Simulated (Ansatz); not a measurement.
Basis-set extrapolation for C4H3F3 (`F/C=C/C=C(F)F`) (PBE0-D4/def2-TZVP geometry, frozen core, Ansatz). Multiplicity 1, RHF reference.

```tsv
	def2-TZVPP	def2-QZVPP
HF	-451.669516	-451.689122
MP2 correlation	-1.363083	-1.475806
CCSD(T) correlation	-1.438786	not run
```

Energies in hartree. Use E(X) = E(∞) + A·exp(−7.88·√X) for Hartree–Fock and E(X) = E(∞) + B·X^(−2.97) for correlation, with X = 3 and 4, and add CCSD(T) minus MP2 of the smaller set to the MP2 limit.

What is the CCSD(T) energy at the basis-set limit?

HF limit: -451.689122 + (-0.019606) × 0.13774 = -451.69182. MP2 limit: -1.475806 + (-0.112723) × 0.74074 = -1.55930. Higher-order term: -1.438786 − (-1.363083) = -0.07570. Total: -453.32682 hartree, 573.7 kJ/mol below CCSD(T)/def2-TZVPP.
